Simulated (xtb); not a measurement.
xtb input:

```bash
xtb mol.xyz --gfn 1 --sp --chrg 0 --uhf 0
```
mol.xyz:
```
17

Si     3.03151651    -0.68258310    -0.58941095
Si     2.04461934     0.76552490     0.96735360
Si    -0.16562034     1.20596638     0.32326829
Si    -1.31578169    -0.80445364    -0.03694004
Si    -3.56001121    -0.41280441    -0.58604955
H      4.46358418    -0.91638645    -0.28167585
H      2.92555626    -0.10547045    -1.95193363
H      2.32147605    -1.98424773    -0.57421974
H      2.03882622     0.11679030     2.30395368
H      2.83007362     2.02307013     1.06578004
H     -0.87243139     2.00929644     1.35419250
H     -0.16206847     1.98457271    -0.94237022
H     -1.23324932    -1.64280670     1.18724908
H     -0.64835467    -1.54383931    -1.13933327
H     -4.22551494     0.31181820     0.52385674
H     -3.63404406     0.42460070    -1.80803580
H     -4.28996972    -1.68049946    -0.83256233
```

### Question
Which total energy does the run end on?

### Answer
-15.68892 Eh (GFN1-xTB).
